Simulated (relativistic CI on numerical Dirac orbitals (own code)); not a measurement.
# Sensitivity of the levels of Ta19+ to α and to the nuclear radius

Computed by Dirac-Coulomb-Breit CI, KLI orbitals optimised for each configuration, derivatives by finite differences, unscaled Slater integrals, QED left out (own radial code, finite nucleus).

Configuration list (outside the closed core [Ar] 3d10 4p6 4d10): 4s2 4f8, 4s 4f9, 4f10. Levels of other configurations are missing.

With x = (α/α₀)² − 1 an excitation energy changes as ω = ω₀ + qx; K = 2q/ω₀ is the relative enhancement. Terms are leading LS components, so labels can repeat. The field-shift factor is F = δν/δ⟨r²⟩ for the transition from the lowest level.

Lowest level 4s2 4f8 7F_6.

```tsv
Level	ω₀ (cm⁻¹)	q (cm⁻¹)	K	F (GHz/fm²)
4s2 4f8 7F_5	7705.2	8871	2.3	0.406
4s2 4f8 7F_4	10684.6	7228	1.35	0.369
4s2 4f8 7F_3	14360.3	12420	1.73	0.598
4s2 4f8 7F_2	16515.6	13600	1.65	0.661
4s2 4f8 7F_1	18234.4	15950	1.75	0.765
4s2 4f8 7F_0	18983.3	16520	1.74	0.793
4s2 4f8 5D_4	39479.0	1475	0.0747	0.423
4s2 4f8 5G_6	49161.2	-9853	-0.401	0.0938
4s2 4f8 5L_10	50868.1	710.5	0.0279	0.547
4s2 4f8 5G_5	56298.5	3051	0.108	0.651
4s2 4f8 5G_4	56376.1	-1430	-0.0507	0.479
4s2 4f8 5L_9	56610.0	7118	0.251	0.837
4s2 4f8 5L_7	57352.8	-464.2	-0.0162	0.541
4s2 4f8 5L_8	58487.2	5952	0.204	0.803
4s2 4f8 5G_3	58662.6	10820	0.369	0.961
4s2 4f8 3P_2	59036.6	2549	0.0864	0.642
4s2 4f8 5L_6	59195.5	6042	0.204	0.797
4s2 4f8 5D_3	61261.9	15670	0.512	1.17
4s2 4f8 5G_2	62570.3	8682	0.278	0.919
4s2 4f8 5H_7	64507.3	9944	0.308	1.01
4s2 4f8 5H_6	68411.6	6554	0.192	0.91
4s2 4f8 5D_0	69468.7	10860	0.313	1.05
4s2 4f8 5D_1	71356.2	23440	0.657	1.55
```

At this charge energies of transitions that change n are usually good to better than 1 %, and those within a shell (Δn = 0) to a few per cent. Terms inside the open d or f shell come out 10 to 20 % too wide with unscaled integrals.
